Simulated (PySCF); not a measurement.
## Dipole response of Li⁻ (lithium, charge -1)

[He] 2s2, closed-shell 1S. Computed with PySCF 2.14 in aug-cc-pCVTZ (7s6p4d2f, 59 functions), with no relativity, point nucleus. Coupled (time-dependent) response in atomic units; α is the mean over directions.

```csv
method,mean α (bohr³),C₆ (like pair),S(−4)
UHF,991.4,28950,692300
wB97X,1083,32990,829100
```

S(−4) is the Cauchy moment in α(ω) = α(0) + S(−4) ω² + …

α(iu) at UHF:

```
u (hartree)  α(iu) (bohr³)
          0          991.4
     0.0500          379.9
      0.100          143.5
      0.200          43.08
      0.300          20.27
      0.500          7.733
      0.750          3.604
       1.00          2.111
       1.50          1.014
       2.00         0.6127
       3.00         0.3073
       5.00         0.1293
```

A single London oscillator, α(iu) = α/(1 + u²/ω²), gives C₆ = (3/4) ω α². Matching the computed C₆ needs ω = 4 × 28950 / (3 × 991.4²) = 0.0393 hartree.

For an ion, C₆ is the dispersion term alone; charge-induced terms of lower order in 1/R come first.
